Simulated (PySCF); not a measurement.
# Computed properties of C2H11NSi3, SMILES [Si@@H]1(CC)[SiH2][SiH2]N1

C₂H₁₁NSi₃, SMILES CC[Si@H]1N[SiH2][SiH2]1. Geometry: PBE0-D3(BJ)/def2-SVP. The structure was generated by enumeration; whether it is a known compound was not checked. The values are those of a single conformer. All values are computed for the isolated molecule unless a solvent is named; none is compared with measurement here.

**Structure.** All 45 harmonic modes at PBE0-D3(BJ)/def2-SVP (PySCF) are real, so it is a minimum. With heavy atoms numbered as in [CH3:1][CH2:2][Si@H:3]1[NH:4][SiH2:5][SiH2:6]1, the shortest bond between them is C1–C2 at 1.526 Å and the longest Si3–Si6 at 2.356 Å.

**Vibrations.** The strongest infrared lines (harmonic, unscaled, degenerate partners summed) lie at 878 cm⁻¹ (290 km/mol, H 61 %, Si 20 %, N 18 %), 818 cm⁻¹ (219 km/mol, H 78 %, Si 12 %), 2179 cm⁻¹ (185 km/mol, H 97 %). The softest mode is at 54 cm⁻¹ and the zero-point energy is 78.7 kcal/mol.

**Electronic structure.** PBE0/def2-TZVP (PySCF) places the frontier levels at -7.01 and -0.40 eV, a gap of 6.61 eV, and gives a dipole moment of 1.38 D. PBE/def2-TZVP (PySCF) at the same geometry gives -5.95 and -1.20 eV, so its gap is 1.86 eV narrower. An orbital gap is neither the optical nor the fundamental gap.

**Excitations.** TDA-PBE0/def2-SVPD (PySCF) has S1 at 5.54 eV (224 nm, f = 0.014, weak); the most intense of the 6 singlets computed lies at 6.44 eV (f = 0.15). T1 (TDA) is at 4.91 eV, 0.63 eV under S1. TDA-PBE/def2-SVPD (PySCF) puts S1 at 4.87 eV. No vertical singlet excitation falls in the visible range (under 3.1 eV).

**NMR.** GIAO shifts at PBE0/pcSseg-1 (PySCF) (non-relativistic, atoms alike by connectivity averaged): ¹³C from 8.5 to 15.8 ppm against TMS; ¹H from 0.4 to 5.8 ppm against TMS; ²⁹Si from -92.1 to 12.2 ppm against TMS.
